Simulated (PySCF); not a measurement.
Job file and geometry (Å, from GFN2-xTB) of an NMR shielding run on SMILES F[C@@H](C[SiH3])C(F)(F)F, C$_{3}$H$_{6}$F$_{4}$Si, GIAO PBE0/pcSseg-1 NMR shielding, non-relativistic, gas phase (PySCF); density fitting, a coarse starting grid and PySCF grid level 2 are the driver's defaults:

```
$ OMP_NUM_THREADS=1 python probes_run.py task.json out

{"job": {"kind": "nmr", "xc": "PBE0", "basis": "pcSseg-1"}, "charge": 0, "multiplicity": 1}
F     -0.252075     1.505182     0.850014
C     -0.531984     0.565141    -0.112519
C      0.354033    -0.650596     0.049158
Si     2.209720    -0.185700    -0.012580
C     -2.019225     0.208916     0.017187
F     -2.378413    -0.644743    -0.955805
F     -2.312769    -0.381253     1.177927
F     -2.815574     1.276301    -0.096746
H     -0.394722     1.057589    -1.083958
H      0.103152    -1.359564    -0.738960
H      0.119452    -1.126008     1.002283
H      2.950953    -1.439418     0.102955
H      2.510964     0.722962     1.087134
H      2.455810     0.450719    -1.308257
```

Problem. Write the output of this run.

Solution. 
```
coarse grid: 12952 points
cycle   1  E = -805.8767272885  dE =  9.941e-01  |g| = 9.752e-01  |ddm| = 3.201e+00
cycle   2  E = -805.7013964789  dE =  1.753e-01  |g| = 1.479e+00  |ddm| = 1.216e+00
cycle   3  E = -806.0347614382  dE = -3.334e-01  |g| = 6.735e-02  |ddm| = 7.515e-01
cycle   4  E = -806.0352520127  dE = -4.906e-04  |g| = 4.567e-02  |ddm| = 7.498e-02
cycle   5  E = -806.0356948045  dE = -4.428e-04  |g| = 7.852e-03  |ddm| = 3.742e-02
cycle   6  E = -806.0357038077  dE = -9.003e-06  |g| = 2.671e-03  |ddm| = 5.990e-03
final grid: 124200 points
cycle   7  E = -806.1072989200  dE = -4.706e-05  |g| = 7.590e-03  |ddm| = 2.399e-02
cycle   8  E = -806.1072878822  dE =  1.104e-05  |g| = 1.134e-02  |ddm| = 1.214e-02
cycle   9  E = -806.1073095361  dE = -2.165e-05  |g| = 5.490e-04  |ddm| = 6.708e-03
cycle  10  E = -806.1073095836  dE = -4.754e-08  |g| = 2.204e-04  |ddm| = 6.470e-04
cycle  11  E = -806.1073095925  dE = -8.867e-09  |g| = 7.061e-05  |ddm| = 2.134e-04
cycle  12  E = -806.1073095934  dE = -8.686e-10  |g| = 1.497e-05  |ddm| = 5.464e-05
converged SCF energy = -806.1073095934

GIAO shielding tensors (ppm)
atom      isotropic    diamagn.    paramagn.     s11        s22        s33       span
  0 F      394.994     474.322     -79.328    369.772    384.916    430.296     60.524
  1 C       93.909     245.793    -151.884     64.552     88.015    129.160     64.608
  2 C      174.627     254.523     -79.896    157.890    172.982    193.011     35.121
  3 Si     422.647     879.182    -456.535    399.775    412.939    455.227     55.453
  4 C       54.119     243.353    -189.234     48.835     53.095     60.429     11.593
  5 F      265.195     473.849    -208.653    183.336    266.210    346.040    162.704
  6 F      278.650     473.182    -194.531    198.083    286.909    350.959    152.875
  7 F      265.406     469.692    -204.286    180.784    266.942    348.491    167.707
  8 H       26.944      30.787      -3.843     25.639     25.715     29.479      3.840
  9 H       30.657      31.820      -1.163     24.856     30.394     36.721     11.865
 10 H       30.151      31.776      -1.624     25.203     30.415     34.837      9.634
 11 H       27.721      28.192      -0.471     24.259     25.428     33.477      9.218
 12 H       27.572      28.494      -0.922     23.563     26.670     32.482      8.918
 13 H       27.769      28.587      -0.818     24.328     25.960     33.019      8.691
```

Problem. Turn these shieldings into chemical shifts. References, each an isolated molecule treated in the same way: ¹⁹F (σ = 170.95 ppm) vs CFCl3; ¹³C (σ = 186.93 ppm), ²⁹Si (σ = 349.16 ppm), ¹H (σ = 31.72 ppm) against TMS.

Solution. Averaging equivalent atoms: F 5/6/7: -98.8; F 0: -224.0; C 4: 132.8; C 1: 93.0; C 2: 12.3; Si 3: -73.5; H 8: 4.77; H 11/12/13: 4.03; H 10: 1.57; H 9: 1.06 ppm. Unscaled 19F shifts against computed CFCl3 carry errors that often reach 10 to 50 ppm.

Size and cost of the density-fitted run: 173 basis functions, 50 s wall time on 1 thread of an Arm Neoverse N1, shared host; peak memory 0.77 GiB.
